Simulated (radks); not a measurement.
Q: Coherent X-ray form factor from a spherical all-electron density. All-electron calculation, scalar-relativistic Kohn-Sham, LB94 model potential, spin-polarised, spherical densities, finite nucleus; Fermi nuclear charge, rms radius of each element as measured or else 0.836 A^(1/3) + 0.57 fm. Program: a radial shooting solver on a logarithmic mesh with Libxc functionals.

sin(theta)/lambda (1/angstrom)  f0 (electrons)
0.05                                    47.393
0.1                                     45.710
0.15                                    43.286
0.2                                     40.497
0.25                                    37.635
0.3                                     34.881
0.4                                     30.006
0.5                                     26.109
0.6                                     23.127
0.8                                     19.120
1                                       16.392
1.25                                    13.493
1.5                                     10.926
2                                        7.380

The species is in the configuration that NIST lists as its ground one. Which atom or ion scatters so?

A: The tin ion Sn2+, [Kr] 4d10 5s2. Extrapolating in s^2 from the first two rows gives f0(0) = 48.0, near the electron count 48; among species with that count, the fall with angle is slower the higher Z, and the table is that of Z = 50; from so few rows the species is fixed only to a neighbour or two.
